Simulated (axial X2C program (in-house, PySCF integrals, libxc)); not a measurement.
**GaTe at several levels of theory**

Calculated with an in-house all-electron X2C program for linear molecules (integrals from PySCF). Spin-free means the one-electron spin-free X2C Hamiltonian. Basis: Te dyall-cv3z [11s12p8d4f1g], Ga dyall-cv3z [9s9p7d4f1g] (cores contracted in-house); Gaussian nuclei, density fitting, unrestricted open shells. Masses: Te 129.906 u, Ga 68.926 u.

State, spin-free: M_S = 1/2, Λ = 0 (beyond evenly filled blocks: σα); electrons by block: σα: 18, σβ: 17, π+α: 9, π+β: 9, π-α: 9, π-β: 9, δ+α: 3, δ+β: 3, δ-α: 3, δ-β: 3. Fragments: Te + Ga.

```csv
Hamiltonian,level,Re (Å),ωe (cm⁻¹),ωexe (cm⁻¹),Be (cm⁻¹),αe (cm⁻¹),De (eV),D0 (eV),μ (D)
spin-free,PBE0,2.403,253.8,0.888,0.06482,0.000274,2.82,2.81,2.64
spin-free,HF,2.453,217.0,0.693,0.06221,0.000321,1.36,1.35,3.62
spin-free,MP2,2.391,274.0,1.32,0.06547,0.000308,2.67,2.65,n/a
spin-free,CCSD,2.433,247.0,0.863,0.06324,0.000267,2.42,2.41,n/a
spin-free,CCSD(T),2.429,253.2,0.889,0.06344,0.00026,2.62,2.60,n/a
spin-free,PW91,2.421,246.8,0.855,0.06389,0.000268,3.03,3.01,2.33
```

Correlated methods: 9 electrons correlated (number of frozen shells: Te 4 s, 3 p, 2 d; Ga 3 s, 2 p, 1 d), 309 virtual spin orbitals or spinors in MP2, 110 natural virtuals in coupled cluster.

Dipoles are positive if Ga is the positive end.

Dissociation energies refer to the lowest single-determinant-based atoms at the same level and basis. CCSD and (T) use frozen natural virtuals with an MP2 correction for the truncation; (T) itself is uncorrected, so its De runs slightly low. The state is one determinant with fixed occupations, lowest in a PBE0 search at one distance only: followed along the bond, the 2c determinant Ω = 3/2 reaches 0.05 eV lower at PBE0, at Re = 2.666 Å, so the state shown is not the lowest. At some level and bond length an empty orbital lies below a filled one. With the outer-core shells frozen, correlated bond lengths of heavy atoms tend to come out a few hundredths of an ångström too long. Spin-free De lacks the spin–orbit lowering of the heavy p-block atom, a tenth of an eV or more for 4p and 5p, up to an eV for 6p and one to two eV for 7p atoms, less what an open-shell molecule gains itself.

No reliable constants came from CCSD (2c), CCSD(T) (2c), HF (2c), MP2 (2c), PBE0 (2c), PW91 (2c): no minimum in range, unconverged points, a curve that is not smooth, a change of character along it, or the two Hamiltonians disagreeing along it.

The whole task took 2.8 min on 1 thread of Arm Neoverse V2, on a shared host.
